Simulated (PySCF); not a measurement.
Al(CF3)(Me)2 (C3H6AlF3), SMILES [CH3][Al]([C](F)(F)F)[CH3]. Heavy atoms are numbered as in [Al:1]([C:2]([F:3])([F:4])[F:5])([CH3:6])[CH3:10]. Hydrogens are named by the atom that carries them.

The structure is a stationary point at ωB97X-D3(BJ)/def2-SVP.

The numbers are results of PBE/def2-TZVP run with PySCF, not measurements.

ESP charges are fitted to the potential on shells at 1.4 to 2.0 van der Waals radii. Atomic charges (e), one atom of each kind:

| atom | IAO | ESP fit |
|---|---|---|
| Al1 | 1.02 | 0.85 |
| C2 | 0.44 | 0.15 |
| F3 | -0.27 | -0.16 |
| C6 (CH3) | -0.82 | -0.72 |
| H on C6 | 0.17 | 0.15 |
